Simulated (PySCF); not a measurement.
## Excitation energy of B by level of theory

B [He] 2s2 2p1 (2P) → B [He] 2s2 3d1 (2D), as a difference of total energies. Computed with PySCF 2.14 in x2c-QZVPPall with one added diffuse shell each of s, p, d, f type (8s5p4d3f1g, 73 functions), with scalar relativity by spin-free X2C-1e. Correlated levels: valence: 1s2 frozen. The calculations carry no spin-orbit coupling.

```
           method  excitation energy (eV)
              UHF                   7.578
    MP2 (valence)                   7.661
SCS-MP2 (valence)                   7.653
   CCSD (valence)                   7.856
CCSD(T) (valence)                   7.742
```

Errors of the correlated levels include the incompleteness of this basis and the frozen core.

The promoted electron is Rydberg-like, and one or two diffuse shells describe it only roughly, which tends to raise the upper state.

The coupled-cluster amplitudes are large for the upper state (T1 above 0.03 or a double amplitude above 0.15), so a single reference is strained.

Problem. Which method comes closest to the reference value, and which is furthest?

Solution. The reference is 6.789 eV (measured; NIST levels, between the centres of gravity of the two terms). Closest: UHF (error 0.789 eV); furthest: CCSD (valence) (error 1.067 eV).
